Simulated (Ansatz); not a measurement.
Results of the Gaussian-basis code of Ansatz.

A structure relaxed at PBE0-D4/def2-TZVP, charge 0, multiplicity 1:

```
atom   x (Å)   y (Å)   z (Å)
  O1  -1.334   1.111  -0.384
 Nb2  -0.282  -0.139   0.047
  O3   0.803  -0.544  -1.441
  O4   0.794   0.454   1.477
 Cl5  -1.534  -1.976   0.670
  H6   0.783  -0.187  -2.331
  H7   0.770   1.281   1.962
```

Give its formula and SMILES.

ClH2NbO3, `[O]=[Nb]([OH])([OH])[Cl]`.

Point group (tolerance 0.08 Å, 0.16 Å for H)?

Cs.

Summarise the bond lengths by kind.

3 × Nb–O 1.689 to 1.886 Å; 1 × Cl–Nb 2.309 Å; 2 × H–O 0.959 Å.
